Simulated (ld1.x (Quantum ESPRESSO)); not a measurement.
**An all-electron radial function and its pseudo partner (Pt (Z = 78))**

Columns: radius, all-electron u(r) and pseudo u(r) of the 5d shell (level -6.38 eV) of platinum in the configuration [Xe] 4f14 5d9 6s1 6p0; LDA (PZ), scalar-relativistic, PAW scheme, ld1.x (Quantum ESPRESSO) 7.5.

| r (bohr) | all-electron | pseudo |
| --- | --- | --- |
| 0.149 | 0.1883 | 0.0055 |
| 0.298 | -0.3427 | 0.0413 |
| 0.447 | -0.2990 | 0.1261 |
| 0.596 | 0.0583 | 0.2600 |
| 0.745 | 0.4058 | 0.4241 |
| 0.894 | 0.6452 | 0.5878 |
| 1.043 | 0.7773 | 0.7201 |
| 1.192 | 0.8295 | 0.7998 |
| 1.341 | 0.8296 | 0.8228 |
| 1.490 | 0.7987 | 0.8003 |
| 1.639 | 0.7511 | 0.7521 |
| 1.788 | 0.6957 | 0.6957 |
| 1.937 | 0.6381 | 0.6381 |
| 2.086 | 0.5814 | 0.5814 |
| 2.235 | 0.5274 | 0.5274 |
| 2.384 | 0.4770 | 0.4770 |
| 2.533 | 0.4305 | 0.4305 |
| 2.682 | 0.3880 | 0.3880 |
| 2.831 | 0.3493 | 0.3493 |
| 2.980 | 0.3143 | 0.3143 |
| 3.129 | 0.2827 | 0.2827 |
| 3.278 | 0.2541 | 0.2541 |
| 3.427 | 0.2284 | 0.2284 |
| 3.576 | 0.2052 | 0.2052 |
| 3.725 | 0.1844 | 0.1844 |
| 3.874 | 0.1657 | 0.1657 |

Q: How many radial nodes do the two functions have?

A: The all-electron 5d function has n − l − 1 = 2; the pseudo-wave has 0, since the states of the same l below it are removed with the core.

Q: At about which radius was the pseudo-wave matched?

A: 1.80 bohr, where the columns begin to agree (steps of 0.15 bohr).

Q: Where does each function peak?

A: Outermost all-electron maximum near 1.34 bohr, pseudo maximum near 1.34 bohr (to the table’s step).

Q: Is the pseudo-wave norm-conserving?

A: No, it belongs to a PAW set: the norm inside the radius is not constrained, and the difference is carried by the augmentation charge.
